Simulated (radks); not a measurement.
Q: Valence configurations of Sm II (all share [Xe]). Calculated with a radial shooting solver on a logarithmic mesh with Libxc functionals: Dirac Kohn-Sham, BLYP, spin-unpolarised, spherical densities, point nucleus; open shells are shared between the two j in proportion to 2j + 1. Order these by energy: 4f5.5 6s1.5; 4f6.5 6s0.5; 4f6 6p1; 4f6 5d0.5 6s0.5; 4f5 6s2; 4f7; 4f5 6s1 6p1; 4f6 5d1; 4f6 6s1; 4f5.5 6s1 6p0.5.

A: From the lowest, in eV above it: 4f6 6s1 0.000; 4f6.5 6s0.5 0.659; 4f5.5 6s1.5 0.684; 4f6 5d0.5 6s0.5 0.710; 4f6 5d1 1.516; 4f7 2.301; 4f5.5 6s1 6p0.5 2.395; 4f5 6s2 2.984; 4f6 6p1 3.204; 4f5 6s1 6p1 6.697. NIST lists [Xe] 4f6 6s1 as the ground configuration; this level of theory agrees among the configurations tried. The energies are those of spherical spin-averaged densities, not of single terms.
